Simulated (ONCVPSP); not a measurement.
Hg, ONCV: configuration errors across variants

| Item | Value |
| --- | --- |
| Element | Hg (Z = 80) |
| Generator | ONCVPSP 4.0.1 |
| Type | optimised norm-conserving Vanderbilt (ONCV) |
| Functional | PBE |
| Relativity | scalar-relativistic |
| Frozen core | [Kr] 4d10 4f14 |
| Valence charge | 20 |
| Reference configuration | 5s2 5p6 5d10 6s2 |
| Partial waves | 5s+6s: rc 1.40 bohr, ncon 4, nbas 7, qcut 10.5 1/bohr, 2 projectors; 5p: rc 1.70 bohr, ncon 4, nbas 7, qcut 8.5 1/bohr, 3 projectors, debl 1.7 Ha; 5d: rc 2.05 bohr, ncon 5, nbas 10, qcut 8.9 1/bohr, 3 projectors, debl 1 Ha |
| Local potential | polynomial inside 1.20 bohr (lpopt 5, dvloc0 4 Ha) |
| Core correction | Teter function, fcfact 4.5, rcfact 1.2 |

In the p channel the program set the typed energies aside and used -2.444, 0.250, 1.950 Ha.

All-electron excitation energies from the reference (eV): (1) 5s2 5p6 5d10 6s1 10.688; (2) 5s2 5p6 5d10 6s0 29.663; (3) 5s2 5p6 5d9 6s0 65.190; (4) 5s2 5p6 5d10 6s1.5 4.356.

2 further variants failed, have other tests or too few solved ones, and are left out.

Errors AE − PS in meV (a dash: test not solved or not reliable):

```json
{"change": "base", "(1)": "-4.0", "(2)": "-11", "(3)": "-18", "(4)": "-1.6", "bound ghosts": "none", "GHOST(+) flags above zero": "s, p"}
{"change": "d: qcut 5.2", "(1)": "-2.6", "(2)": "-6.9", "(3)": "-23", "(4)": "-1.3", "bound ghosts": "none", "GHOST(+) flags above zero": "s, p"}
{"change": "d: qcut 6.5", "(1)": "-3.5", "(2)": "-9.6", "(3)": "-20", "(4)": "-1.5", "bound ghosts": "none", "GHOST(+) flags above zero": "s, p"}
{"change": "d: qcut 7.8", "(1)": "-3.9", "(2)": "-11", "(3)": "-18", "(4)": "-1.6", "bound ghosts": "none", "GHOST(+) flags above zero": "s, p"}
{"change": "d: qcut 8.7", "(1)": "-4.0", "(2)": "-11", "(3)": "-18", "(4)": "-1.6", "bound ghosts": "none", "GHOST(+) flags above zero": "s, p"}
{"change": "d: qcut 9.8", "(1)": "-4.0", "(2)": "-11", "(3)": "-18", "(4)": "-1.6", "bound ghosts": "none", "GHOST(+) flags above zero": "s, p"}
{"change": "d: qcut 10.7", "(1)": "-3.9", "(2)": "-11", "(3)": "-18", "(4)": "-1.6", "bound ghosts": "none", "GHOST(+) flags above zero": "s, p"}
{"change": "d: qcut 11.5", "(1)": "-3.7", "(2)": "-10", "(3)": "-21", "(4)": "-1.5", "bound ghosts": "none", "GHOST(+) flags above zero": "s, p, d"}
```

Task: Give the same row for: d: qcut 7.2.

Result: -3.8, -11, -21, -1.6; bound ghosts: none; GHOST(+) flags above zero: s, p.
